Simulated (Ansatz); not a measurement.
Input for Ansatz (a quantum-chemistry and plane-wave program): U-CAM-B3LYP/def2-TZVPP on HOW (SMILES [OH][W]), 2S+1 = 6, a spin state set in the input, which need not be the lowest. Elements past Kr take the def2 small-core potentials; no spin–orbit coupling.

Ansatz 0.2 input:
```yaml
crystal:
  periodic: [false, false, false]
  atoms:
    - {symbol: W, position_ang: [-0.99609228, -0.69683524, -0.86309728]}
    - {symbol: O, position_ang: [0.43355322, -0.09730425, 0.29513944]}
    - {symbol: H, position_ang: [0.52937034, 0.84151109, 0.49763821]}
basis:
  gaussian:
    orbitals: def2-TZVPP
hamiltonian:
  xc: {name: CAM-B3LYP}
magnetization: {spin_polarized: true, initial_magnetization: 5}
```

The head of its log:

```
WARN ansatz: RAYON_NUM_THREADS=1 ignored (pool sized by the plan → 1); use --threads N
Functional definition: CAM-B3LYP
integrals: 0.02 GiB planned
577 factors; their error is unknown
integrals: 0.06 GiB planned
131 factors; integrals over basis functions are off by at most 7.7e-5 eV
mean field: 0.36 GiB planned
mean field evaluation 1: about -3880.1265 eV, gradient 3.7e1 eV
mean field evaluation 2: about -3866.7517 eV, gradient 7.1e1 eV
```

Question: What total energy does the run end on?

Answer: -142.7720 hartree.
